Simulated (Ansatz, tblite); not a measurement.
Forces on the cluster HW2 at its PBE-D4/def2-TZVP geometry. The state is a doublet with charge 0.

In the def2 sets W takes a core potential; there is no spin–orbit coupling. The xTB rows come from tblite. At PBE-D4/def2-TZVP the charge 0 doublet is spin-contaminated (final ⟨S²⟩ up to 1.98, 0.75 for a pure state). No other spin state of charge 0 was run. The geometry of the doublet was relaxed on an unsound state (⟨S²⟩ 1.98, where a pure state has 0.75). Another isomer (doublet) lies 0.95 eV lower at PBE0-D4/def2-TZVP; other spin states weren't run for this one.

GFN1-xTB (tblite), largest force 91.74 eV/Å:

```xyz
3
positions Å, forces eV/Å
W     1.239   -1.359    0.748   57.047  -62.566   34.445
W    -0.057    0.063   -0.035  -57.253   62.791  -34.570
H    -1.182    1.297   -0.713    0.206   -0.225    0.125
```

GFN2-xTB (tblite), largest force 41.28 eV/Å:

```
W 25.427 -27.887 15.353
W -25.763 28.255 -15.556
H 0.336 -0.368 0.203
```

PBE-D4/def2-TZVP (Ansatz), largest force 0.01 eV/Å:

```
W -0.001 0.001 -0.001
W 0.006 -0.006 0.004
H -0.005 0.005 -0.003
```
